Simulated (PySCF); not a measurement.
**Strontium: highly charged ions in a basis for the neutral atom**

Sr⁸⁺ [Ar] 3d10 4s2, Sr⁹⁺ [Ar] 3d10 4s1. Calculation: PySCF 2.14, in def2-TZVP with the def2 core potential (28 electrons) (6s4p3d, 33 functions); a scalar-relativistic core potential. No spin-orbit coupling, so a gap to NIST mixes the basis error with missing relativistic terms.

Changed run: basis of the neutral atom used for a highly charged ion. This setting is unsound on purpose.

```json
{"species": "Sr⁸⁺", "method": "UHF", "sound run (hartree)": "not run", "changed run (hartree)": "-12.17857", "converged": "yes"}
{"species": "Sr⁸⁺", "method": "PBE", "sound run (hartree)": "not run", "changed run (hartree)": "-12.26703", "converged": "yes"}
{"species": "Sr⁸⁺", "method": "LDA", "sound run (hartree)": "not run", "changed run (hartree)": "-12.21444", "converged": "yes"}
{"species": "Sr⁹⁺", "method": "UHF", "sound run (hartree)": "not run", "changed run (hartree)": "-6.45399", "converged": "yes"}
{"species": "Sr⁹⁺", "method": "PBE", "sound run (hartree)": "not run", "changed run (hartree)": "-6.48315", "converged": "yes"}
{"species": "Sr⁹⁺", "method": "LDA", "sound run (hartree)": "not run", "changed run (hartree)": "-6.44541", "converged": "yes"}
```

Ionisation energy of Sr⁸⁺:

```csv
method,changed run (eV),NIST (eV)
UHF,155.77,158.33 ± 0.25
PBE,157.39,158.33 ± 0.25
LDA,156.98,158.33 ± 0.25
```

The contracted functions were made for the neutral atom and can be too rigid for a highly charged ion.
